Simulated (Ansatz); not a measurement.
Wavefunction ladder for `N[SiH2]C(F)[SiH3]`

```xyz
13

N    -1.883    0.404    0.932
Si   -0.248    0.903    1.012
C     0.821    0.494   -0.502
F     0.335    1.227   -1.607
Si    0.893   -1.336   -0.975
H    -2.136   -0.567    1.015
H    -2.536    0.903    0.351
H     0.404    0.221    2.162
H    -0.232    2.380    1.169
H     1.845    0.840   -0.301
H    -0.476   -1.857   -1.224
H     1.718   -1.530   -2.194
H     1.497   -2.082    0.162
```

Charge 0, multiplicity 1. All single points use the PBE0-D4/def2-TZVP geometry. It is one conformer, not always the lowest. Frozen core, restricted reference, Ansatz 0.2.0. CBS rows extrapolate triple and quadruple zeta; past MP2 they add the triple-zeta difference.

```tsv
basis	HF (Eh)	MP2 corr.	CCSD corr.	(T)	CCSD(T) total
def2-TZVPP	-774.39804	-0.88682	?	?	?
def2-QZVPP	?	-0.95679	–	–	–
CBS(def2)	-774.42917	-1.00862	?	as TZ	?
```

(1) Fill in the withheld values. (Best estimate.)

Answers

(1) Computed: def2-TZVPP CCSD corr.: -0.94228; def2-TZVPP (T): -0.03288; def2-TZVPP CCSD(T) total: -775.37320; def2-QZVPP HF (Eh): -774.42540; CBS(def2) CCSD corr.: -1.06408; CBS(def2) CCSD(T) total: -775.52613.
